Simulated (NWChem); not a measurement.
System: CH4N2S anion, doublet; SMILES of the neutral closed-shell parent NC(N)=S

The following NWChem deck was run.

```
start job
memory heap 200 mb stack 900 mb global 1100 mb
charge -1
geometry units angstroms noautoz
  N      1.179117    -1.067662    -0.073348
  C     -0.008311    -0.319288     0.222118
  N     -1.161429    -1.135939    -0.007068
  S     -0.003534     1.407746    -0.058579
  H      1.278231    -1.872050     0.547106
  H      1.992828    -0.467975     0.009540
  H     -1.173896    -1.485997    -0.981781
  H     -1.990828    -0.560955     0.109868
end
basis spherical
  N library 6-31+g*
  C library 6-31+g*
  S library 6-31+g*
  H library 6-31+g*
end
dft
  odft
  mult 2
  xc pbe0
  iterations 150
  mulliken
end
task dft energy
```

Parts of the log:

```
             Northwest Computational Chemistry Package (NWChem) 7.3.0
             --------------------------------------------------------

 C1  symmetry detected

                             Geometry "geometry" -> ""
                             -------------------------

 Output coordinates in angstroms (scale by  1.889725989 to convert to a.u.)

  No.       Tag          Charge          X              Y              Z
 ---- ---------------- ---------- -------------- -------------- --------------
    1 N                    7.0000     1.17950466    -1.08136323    -0.09487434
    2 C                    6.0000    -0.00728257    -0.34341622     0.22811070
    3 N                    7.0000    -1.15980141    -1.16058544    -0.00223900
    4 S                   16.0000    -0.01266713     1.38842018    -0.02123596
    5 H                    1.0000     1.28915652    -1.89642900     0.50966768
    6 H                    1.0000     1.99176447    -0.47988764    -0.01072191
    7 H                    1.0000    -1.18245300    -1.49299351    -0.98292918
    8 H                    1.0000    -1.99002117    -0.59127470     0.13488788

 Effective nuclear repulsion energy (a.u.)     152.2119007127

                                 NWChem DFT Module
                                 -----------------

 Summary of "ao basis" -> "ao basis" (spherical)
 ------------------------------------------------------------------------------
       Tag                 Description            Shells   Functions and Types
 ---------------- ------------------------------  ------  ---------------------
 N                          6-31+g*                  8       18   4s3p1d
 C                          6-31+g*                  8       18   4s3p1d
 S                          6-31+g*                 10       22   5s4p1d
 H                          6-31+g*                  2        2   2s

            General Information
            -------------------
          SCF calculation type: DFT
          Wavefunction type:  spin polarized.
          No. of atoms     :     8
          No. of electrons :    41
           Alpha electrons :    21
            Beta electrons :    20
          Charge           :    -1
          Spin multiplicity:     2
          Use of symmetry is: off; symmetry adaption is: off
          Maximum number of iterations: 150
          AO basis - number of functions:    84
                     number of shells:    42
          Convergence on energy requested:  1.00D-06
          Convergence on density requested:  1.00D-05
          Convergence on gradient requested:  5.00D-04

              XC Information
              --------------
                         PBE0 Method XC Functional
                     Hartree-Fock (Exact) Exchange  0.250
          PerdewBurkeErnzerhof Exchange Functional  0.750
            Perdew 1991 LDA Correlation Functional  1.000 local
           PerdewBurkeErnz. Correlation Functional  1.000 non-local

             Grid Information
             ----------------
          Grid used for XC integration:  medium
          Radial quadrature: Mura-Knowles
          Angular quadrature: Lebedev.
          Tag              B.-S. Rad. Rad. Pts. Rad. Cut. Ang. Pts.
          ---              ---------- --------- --------- ---------
          N                   0.65       49          12.0       434
          C                   0.70       49          11.0       434
          S                   1.00       88          11.0       590
          H                   0.35       45          12.0       434
          Grid pruning is: on
          Number of quadrature shells:   415
          Spatial weights used:  Erf1

      Superposition of Atomic Density Guess
      -------------------------------------

 Sum of atomic energies:        -545.70395653

 Renormalizing density from      40.00 to     41

      Non-variational initial energy
      ------------------------------

 Total energy =    -555.885206
 1-e energy   =   -1077.794785
 2-e energy   =     369.697678
 HOMO         =       0.201176
 LUMO         =       0.228238

     ---------------------------------------------
      Total Density - Mulliken Population Analysis
     ---------------------------------------------

    Atom       Charge   Shell Charges
 -----------   ------   -------------------------------------------------------
    1 N    7     7.12   2.00  0.79  2.27  0.87  1.74 -0.76  0.18  0.02
    2 C    6     6.03   2.00  0.63  1.20  0.52  0.62  0.36  0.64  0.06
    3 N    7     6.92   2.00  0.79  2.30  0.87  1.77 -1.05  0.22  0.02
    4 S   16    18.38   2.00  2.00  5.96  1.18  2.64  0.70  1.92  1.53  0.42  0.02
    5 H    1     0.64   0.44  0.20
    6 H    1     0.63   0.44  0.19
    7 H    1     0.63   0.42  0.21
    8 H    1     0.64   0.45  0.20

     --------------------------------------------
      Spin Density - Mulliken Population Analysis
     --------------------------------------------

    Atom       Charge   Shell Charges
 -----------   ------   -------------------------------------------------------
    1 N    7    -0.66   0.00  0.01  0.01 -0.00  0.00 -0.65 -0.03  0.00
    2 C    6     1.00   0.00 -0.00  0.02  0.03  0.02  0.36  0.57  0.00
    3 N    7    -0.91   0.00  0.02  0.00 -0.00 -0.00 -0.92 -0.00  0.00
    4 S   16     1.48   0.00  0.00  0.00  0.01  0.01 -0.01 -0.00  1.42  0.05  0.00
    5 H    1     0.02   0.00  0.02
    6 H    1     0.01   0.00  0.01
    7 H    1     0.04   0.00  0.04
    8 H    1     0.02   0.00  0.02

[...]
```

Level: PBE0/6-31+G* (spherical d), spin-unrestricted. All runs use the structure optimised with B3LYP/def2-SVPD, spin-unrestricted. No frequency run checked for a minimum. The spin multiplicity was typed, not searched, and may not be the lowest. No stability test was run on the SCF state. The highest occupied level is positive, so the extra electron may be held by the finite basis.
